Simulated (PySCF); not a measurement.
# A PySCF run on BPd

State: ²Π (doublet), unpaired electrons π ↑, a second solution, started from another occupation.

An equivalent input (the run itself took its basis sets from the Basis Set Exchange, started from a PBE0 density and held the occupation σ 5α 5β, πx 2α 2β, πy 3α 2β, δx 1α 1β, δy 1α 1β):

```python
from pyscf import gto, dft
mol = gto.M(atom='B 0 0 0; Pd 0 0 1.772', basis={'B': 'def2-TZVPP', 'Pd': 'def2-TZVPP'}, ecp={'Pd': 'def2-TZVPP'},
            charge=0, spin=1, verbose=4, symmetry='C2v')
mf = dft.UKS(mol, xc='PBE0')
mf.grids.atom_grid = (80, 434)
mf.grids.prune = dft.gen_grid.treutler_prune
mf.irrep_nelec = {'A1': (6, 6), 'A2': (1, 1), 'B1': (2, 2), 'B2': (3, 2)}
mf.conv_tol = 1e-9
mf.max_cycle = 60
mf.diis_space = 10
mf.kernel()
```

The log (some set-up lines and the per-cycle HOMO/LUMO lines removed):

```
******** <class 'pyscf.dft.uks_symm.SymAdaptedUKS'> ********
method = SymAdaptedUKS
damping factor = 0
level_shift factor = 0
DIIS = <class 'pyscf.scf.diis.CDIIS'>
diis_start_cycle = 1
diis_space = 10
diis_damp = 0
SCF conv_tol = 1e-09
SCF conv_tol_grad = None
SCF max_cycles = 60
number electrons alpha = 12  beta = 11
Set gradient conv threshold to 3.16228e-05
init E= -152.555294550343
cycle= 1 E= -152.571065826069  delta_E= -0.0158  |g|= 0.0481  |ddm|= 0.0706
cycle= 2 E= -152.56358449929  delta_E= 0.00748  |g|= 0.145  |ddm|= 0.11
cycle= 3 E= -152.572058261123  delta_E= -0.00847  |g|= 0.0103  |ddm|= 0.0787
cycle= 4 E= -152.572091030453  delta_E= -3.28e-05  |g|= 0.00212  |ddm|= 0.00795
cycle= 5 E= -152.572094702158  delta_E= -3.67e-06  |g|= 0.00103  |ddm|= 0.00321
cycle= 6 E= -152.572096218998  delta_E= -1.52e-06  |g|= 0.000363  |ddm|= 0.00194
cycle= 7 E= -152.572097131418  delta_E= -9.12e-07  |g|= 0.000228  |ddm|= 0.00212
cycle= 8 E= -152.572097831366  delta_E= -7e-07  |g|= 0.000134  |ddm|= 0.00246
cycle= 9 E= -152.572098127026  delta_E= -2.96e-07  |g|= 3.14e-05  |ddm|= 0.00259
cycle= 10 E= -152.572098132023  delta_E= -5e-09  |g|= 1.38e-05  |ddm|= 0.000265
cycle= 11 E= -152.572098132487  delta_E= -4.64e-10  |g|= 4.23e-06  |ddm|= 6.39e-05
Extra cycle  E= -152.572098132525  delta_E= -3.78e-11  |g|= 6.51e-06  |ddm|= 1.58e-05
converged SCF energy = -152.572098132525  <S^2> = 0.76185961  2S+1 = 2.0118247
```

Repeating this along the bond gives Re = 1.801 Å and ωe = 703 cm⁻¹.

A point of this curve took 2.5 CPU seconds beside 0.64 for the integrals (shared host).

Spin–orbit coupling is left out.
